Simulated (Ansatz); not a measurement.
Consider the ligand exchange at the Si–S bond: `C=C[SiH2]S[SiH3]` + `[AlH2][SH]` → `C=C[SiH2][S][AlH2]` + `[SiH3]S`.

Isolated molecules relaxed with PBE0-D4/def2-TZVP in Ansatz; ΔE leaves out vibrations. CCSD(T)/CBS adds triple-zeta CCSD(T) − MP2 to the extrapolated MP2 energy (def2 sets, frozen cores). This one scheme is used for every species. DFT in def2-TZVPP. B3LYP here is the variant with VWN-RPA as its local correlation; programs differ in this. One conformer a species, not always the lowest.

`C=C[SiH2]S[SiH3]`:

Cartesian coordinates in Å:
```
C -1.528 0.603 1.273
C -1.462 -0.061 0.121
Si -0.487 0.567 -1.325
S 1.108 -0.769 -1.834
Si 2.009 -0.893 0.100
H -1.021 1.554 1.412
H -2.088 0.230 2.126
H -1.980 -1.015 0.037
H -1.310 0.650 -2.558
H 0.048 1.908 -0.968
H 3.393 -1.383 -0.113
H 2.038 0.446 0.743
H 1.282 -1.837 0.985
```

`[AlH2][SH]`:

Cartesian coordinates in Å:
```
Al -0.498 -0.347 0.237
S 0.660 1.453 -0.182
H -1.849 -0.148 1.029
H 0.054 -1.742 -0.261
H 1.633 0.784 -0.823
```

`C=C[SiH2][S][AlH2]`:

```xyz
12

C    -0.395    0.361    1.847
C    -1.235    0.386    0.817
Si   -1.039   -0.618   -0.736
S     0.822   -1.673   -0.756
Al    2.125    0.021   -1.194
H    -0.554    0.963    2.737
H     0.486   -0.276    1.845
H    -2.109    1.035    0.881
H    -2.111   -1.643   -0.827
H    -1.152    0.276   -1.918
H     3.678   -0.266   -1.200
H     1.483    1.434   -1.493
```

`[SiH3]S`:

Z-matrix (Å, degrees):
```
Si
S 1 2.137
H 1 1.485 2 111.6
H 1 1.485 2 111.6 3 -122.0
H 1 1.482 2 104.8 3 119.0
H 2 1.344 1 94.7 3 60.9
```

**Question.** Is it downhill or uphill in electronic energy at CCSD(T)/CBS, and by how much? (An estimate is asked.)

**Answer.** Ansatz gave: Uphill: ΔE = +3.4 kJ/mol.

**Question.** What do these levels give: r2SCAN-D4, ωB97M-V, B2PLYP, B3LYP, HF/def2-QZVPP, MP2/def2-QZVPP? (Estimate.)

**Answer.** Computed: r2SCAN-D4 3.8, ωB97M-V 3.5, B2PLYP 3.7, B3LYP 3.4, HF/def2-QZVPP 3.4, MP2/def2-QZVPP 4.0 kJ/mol.

Largest T1 diagnostic among the species: 0.012.
